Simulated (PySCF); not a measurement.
Computed IR spectrum (relative IR intensity) of a molecule CH4F2OSi. Geometry: PBE-D3(BJ)/def2-SVP. One conformer was computed; it need not be the lowest. These are PBE-D3(BJ)/def2-SVP (PySCF) values and carry that method's errors. Frequencies are harmonic and unscaled.

| ν (cm⁻¹) | relative intensity |
|---|---|
| 171 | 12 |
| 244 | 20 |
| 314 | 9.3 |
| 331 | 38 |
| 342 | 32 |
| 667 | 2.8 |
| 744 | 16 |
| 781 | 46 |
| 893 | 100 |
| 929 | 97 |
| 958 | 95 |
| 1237 | 25 |
| 1377 | 2.4 |
| 3771 | 46 |

Question: Pick the molecule that these values belong to.
A) C[Si](O)(F)F
B) CO[SiH](F)F
C) OC[SiH](F)F
D) O[Si@@H](F)CF

Answer: A, C[Si](O)(F)F
